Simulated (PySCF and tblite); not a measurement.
Results of a calculation; reference values are marked as such.
**Barrier and rate of a rotation**

System: C₅H₈O₃, numbered as in [CH3:1][O:2][C:3](=[O:4])/[CH:5]=[C:6](/[CH3:7])[OH:8].

Motion: rotation about the C6–O8 bond (torsion C5–C6–O8–H from 0° to 180°, rising). Level: PBE0/pcSseg-1 + D3(BJ) on GFN2-xTB stationary points, with GFN2-xTB thermal terms. Rate constants are transition-state-theory values, counting equivalent paths, without tunnelling. (PySCF 2.14 with density fitting, tblite 0.8.)

| point | symmetry | E(GFN2) kcal/mol | E(DFT) kcal/mol | ZPE change kcal/mol | lowest mode cm⁻¹ | dipole D |
| --- | --- | --- | --- | --- | --- | --- |
| start | Cs | 0.0 | 0.0 | 0.00 | 60 | 1.73 |
| saddle | C1 | 16.3 | 19.6 | -1.02 | 528i | 2.25 |
| end | Cs | 11.6 | 15.2 | -0.24 | 51 | 3.58 |

```
Electronic barrier                                      : 19.6 kcal/mol
Barrier with zero-point energy                          : 18.6 kcal/mol
ΔH‡ (298 K)                                             : 18.7 kcal/mol
ΔS‡ (298 K, symmetry apart)                             : 1.3 cal/(mol K)
Paths                                                   : 2 equivalent paths
End point                                               : a different minimum
Mean lifetime of the start against this motion at 298 K : 2.1 s
Cost                                                    : 87 s on 1 thread of Intel Xeon Platinum 8488C (shared host) (rough), peak memory 0.95 GiB, launched as `OMP_NUM_THREADS=1 python ens_run.py task.json out`
```

```json
{"T/K": "150", "ΔG‡ kcal/mol": "18.4", "k s⁻¹": "8.2×10⁻¹⁵", "ΔG kcal/mol": "14.9", "k back s⁻¹": "4.4×10⁷"}
{"T/K": "200", "ΔG‡ kcal/mol": "18.4", "k s⁻¹": "6.5×10⁻⁸", "ΔG kcal/mol": "14.8", "k back s⁻¹": "1.1×10⁹"}
{"T/K": "250", "ΔG‡ kcal/mol": "18.3", "k s⁻¹": "0.00096", "ΔG kcal/mol": "14.8", "k back s⁻¹": "7.9×10⁹"}
{"T/K": "298", "ΔG‡ kcal/mol": "18.3", "k s⁻¹": "0.48", "ΔG kcal/mol": "14.7", "k back s⁻¹": "2.8×10¹⁰"}
{"T/K": "350", "ΔG‡ kcal/mol": "18.2", "k s⁻¹": "59", "ΔG kcal/mol": "14.6", "k back s⁻¹": "7.6×10¹⁰"}
{"T/K": "400", "ΔG‡ kcal/mol": "18.2", "k s⁻¹": "1900", "ΔG kcal/mol": "14.5", "k back s⁻¹": "1.6×10¹¹"}
{"T/K": "500", "ΔG‡ kcal/mol": "18.1", "k s⁻¹": "2.5×10⁵", "ΔG kcal/mol": "14.3", "k back s⁻¹": "4.3×10¹¹"}
```

ΔG and ΔG‡ leave out symmetry numbers and mirror images; rates count paths: 2 out, 2 back.
